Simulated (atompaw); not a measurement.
**u(r) = r·R(r): atom against pseudo-atom (Gd)**

Columns: radius, all-electron u(r) and pseudo u(r) of the 6s shell (level -9.28 eV) of gadolinium in the configuration [Kr] 4d10 4f7 5s2 5p6 5d1 6s1 6p0; PBE, scalar-relativistic, PAW (atompaw) scheme, atompaw 4.2.0.5.

| r (bohr) | all-electron | pseudo |
| --- | --- | --- |
| 0.115 | -0.0270 | -0.0207 |
| 0.231 | -0.0802 | -0.0402 |
| 0.346 | 0.1241 | -0.0567 |
| 0.462 | 0.1772 | -0.0694 |
| 0.577 | 0.0769 | -0.0770 |
| 0.692 | -0.0705 | -0.0786 |
| 0.808 | -0.1962 | -0.0735 |
| 0.923 | -0.2713 | -0.0614 |
| 1.038 | -0.2951 | -0.0421 |
| 1.154 | -0.2760 | -0.0156 |
| 1.269 | -0.2256 | 0.0175 |
| 1.385 | -0.1541 | 0.0569 |
| 1.500 | -0.0718 | 0.1010 |
| 1.615 | 0.0149 | 0.1491 |
| 1.731 | 0.1018 | 0.2004 |
| 1.846 | 0.1839 | 0.2526 |
| 1.962 | 0.2603 | 0.3053 |
| 2.077 | 0.3285 | 0.3560 |
| 2.192 | 0.3885 | 0.4040 |
| 2.308 | 0.4407 | 0.4485 |
| 2.423 | 0.4843 | 0.4877 |
| 2.538 | 0.5202 | 0.5214 |
| 2.654 | 0.5492 | 0.5495 |
| 2.769 | 0.5712 | 0.5713 |
| 2.885 | 0.5874 | 0.5874 |
| 3.000 | 0.5980 | 0.5980 |

(1) How many radial nodes do the two functions have?

(2) Is the pseudo-wave norm-conserving?

## Answers

(1) The all-electron 6s function has n − l − 1 = 5 (the table is too coarse to show those close to the nucleus); the pseudo-wave has 1, since 1 lower shell of the same l stays in the valence.

(2) No, it belongs to a PAW set: the norm inside the radius is not constrained, and the difference is carried by the augmentation charge.
